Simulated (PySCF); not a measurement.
CHF₂, SMILES F[CH]F (connectivity only; charge and spin as stated), charge +1, multiplicity 1.

Geometry optimised at PBE0-D3(BJ)/def2-TZVP. The multiplicity is an assumed one; other spin states were not compared. The isomer is the one that the SMILES or the coordinates give; other isomers of the formula were not compared.

Two levels are set side by side: PBE/def2-TZVPD (PySCF) and PBE0/def2-TZVPD (PySCF). Same geometry, gas phase. Differences are taken from unrounded values.

```json
[
 {"quantity": "orbital gap (eV)", "PBE0": "10.31", "PBE": "7.02", "PBE minus PBE0": "-3.29"},
 {"quantity": "highest occupied level (eV)", "PBE0": "-21.37", "PBE": "-19.34", "PBE minus PBE0": "2.04"},
 {"quantity": "lowest empty level (eV)", "PBE0": "-11.07", "PBE": "-12.31", "PBE minus PBE0": "-1.25"},
 {"quantity": "mean polarisability (bohr³)", "PBE0": "12.0", "PBE": "12.5", "PBE minus PBE0": "0.5"}
]
```

PBE's occupied levels lie high since its potential decays too fast outside the molecule; exact exchange lowers them and widens the gap. Loosely held outer electrons make PBE densities more polarisable. Differences between two approximate levels are no errors against the true value.

Rough cost on one machine, each run with all the roots and properties that it gave: PBE0 against PBE within a factor of 2.
